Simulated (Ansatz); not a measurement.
Ansatz (a first-principles code) input (SVWN5/def2-TZVPD):

Ansatz 0.2 input:
```yaml
crystal:
  periodic: [false, false, false]
  atoms:
    - {symbol: Ge, position_ang: [-0.03721180, -0.02889938, 0.04351194]}
    - {symbol: O, position_ang: [1.23717138, 0.29495245, -1.01494530]}
    - {symbol: O, position_ang: [-1.33526647, -0.13651414, 0.97754030]}
    - {symbol: H, position_ang: [1.97553829, -0.34272630, -1.09314226]}
basis:
  gaussian:
    orbitals: def2-TZVPD
hamiltonian:
  xc: {name: SVWN5}
total_charge: 1
output: {forces: true}
```

Output:

```
Functional definition: SVWN5
integrals: 0.05 GiB planned
792 factors; their error is unknown
mean field: 0.41 GiB planned
mean field evaluation 1: about -60469.1944 eV, gradient 1.5e2 eV
mean field evaluation 2: about -60263.1652 eV, gradient 2.7e2 eV
mean field evaluation 4: about -60496.6830 eV, gradient 7.5e1 eV
mean field evaluation 8: about -60506.0802 eV, gradient 4.3e-1 eV
mean field evaluation 16: about -60506.0698 eV, gradient 3.8e-4 eV
mean field -60506.06984680 eV, -2223.5570543827 hartree, gradient 7.8e-6 eV, S^2 0.000000; 0 other end points of the search recorded, 0 dependent functions left out
the calculation of the forces begins
reference -60506.06989057 eV, -2223.5570559914 hartree; 24, 24 occupied and 119, 119 virtual orbitals, 792 factors
Total energy: -60506.06989057 eV, -2223.5570559914 hartree
Atom 0 at    -0.037212    -0.028899     0.043512 Å, force    -0.026754     0.017184     0.006672 eV/Å
Atom 1 at     1.237171     0.294952    -1.014945 Å, force    -0.783722     0.343940     0.298830 eV/Å
Atom 2 at    -1.335266    -0.136514     0.977540 Å, force     0.407968     0.040924    -0.298161 eV/Å
Atom 3 at     1.975538    -0.342726    -1.093142 Å, force     0.402509    -0.402048    -0.007341 eV/Å
Dipole moment:     0.727193    -0.204383    -0.351669 e Å
```

It need not be the lowest isomer of its formula.
